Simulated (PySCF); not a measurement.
**How methods differ on the electron affinity of Sr**

Sr⁻ [Kr] 4d1 5s2 (2D) → Sr [Kr] 5s2 (1S), as a difference of total energies. All numbers are calculated (PySCF 2.14, scalar relativity by spin-free X2C-1e, in aug-cc-pVTZ-X2C (8s7p5d2f, 68 functions)). Correlated levels: valence: [Kr] frozen. The calculations carry no spin-orbit coupling.

| method | electron affinity (eV) |
| --- | --- |
| UHF | -0.946 |
| MP2 (valence) | -0.881 |
| SCS-MP2 (valence) | -0.889 |
| CCSD (valence) | -0.805 |
| CCSD(T) (valence) | -0.767 |

The configuration of this anion was assumed by filling the next shell in order. It is not the known or likely ground configuration (Ca⁻, Sr⁻ and Ba⁻, for instance, bind a p electron), so these values are not the electron affinity of the element.

A negative affinity means that the anion lies above the atom at that level of theory.

The coupled-cluster amplitudes are large for Sr⁻ (T1 above 0.03 or a double amplitude above 0.15), so a single reference is strained.
